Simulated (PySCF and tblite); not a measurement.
Results of a calculation; reference values are marked as such.
C8H5BrO, numbered as in [Br:1][c:2]1[cH:3][cH:4][cH:5][c:6]2[o:7][cH:8][cH:9][c:10]12.

Level: PBE0-D3(BJ)/pcSseg-1//GFN2-xTB, thermal terms from GFN2-xTB, symmetry numbers and mirror pairs counted. Conformers within 2.5 kcal/mol (GFN2-xTB free energy) were kept, 2 at most. GIAO shieldings: PBE0/pcSseg-1. Shifts are against TMS (¹H), TMS (¹³C) at the same level. (PySCF 2.14, tblite 0.8.)

List the conformer-averaged shifts at 298.15 K.

¹H: 7.78 (H8, 1H), 7.72 (H3, 1H), 7.63 (H5, 1H), 7.55 (H4, 1H), 7.26 (H9, 1H) ppm. ¹³C: 160.6 (C6), 151.2 (C8), 136.1 (C10), 136.1 (C2), 132.1 (C3), 128.9 (C4), 115.6 (C5), 113.9 (C9) ppm.

Spin–orbit effects of the heavy atoms on shieldings are missing. At a carbon that bears Br the missing effect is some 10 ppm, beside I tens of ppm. Shifts are unscaled: against experiment ¹³C can be off by 15 ppm or more and ¹H by 0.8 ppm.
